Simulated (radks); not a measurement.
The numbers below are computed, except where a source is named.
Spherical quantum dot in the effective-mass picture: electrons in a parabolic well V = omega^2 r^2 / 2 with omega = 0.156, with a point charge +1 (a donor) at the centre, all in effective atomic units (hartree* = m*/eps^2 hartree, bohr* = eps/m* bohr), one dielectric constant everywhere. Level of theory: non-relativistic Kohn-Sham, LDA (Slater exchange, Perdew-Wang correlation), spin-polarised, spherical densities (a radial shooting solver with Libxc functionals). Levels are named by radial order and angular momentum (1s, 1p, 1d, 2s, ...), and open shells are averaged over m.

N = 28, configuration 1s2 1p6 1d10 2s2 1f(up 7, down 1). This is the lowest configuration that the search found. Occupied and some empty levels:

level,occupation,eigenvalue (hartree*),<r> (bohr*)
1s down,1,3.6605,2.602
1s up,1,3.6606,2.759
2s up,1,3.7451,6.985
1p up,3,3.7467,7.350
2s down,1,3.7575,6.996
1p down,3,3.7593,7.175
1d up,5,3.7890,8.095
1d down,5,3.8036,8.032
1f up,7,3.8391,8.615
1f down,1,3.8545,8.607
2p up,0,3.8706,6.805
2p down,0,3.8778,6.874
1g up,0,3.8967,9.038
1g down,0,3.9123,9.059
2d up,0,3.9439,7.630
2d down,0,3.9522,7.630

Energy (hartree*): total 61.2298, kinetic 3.1105, external 16.561, Hartree 46.201, exchange-correlation -4.6423.
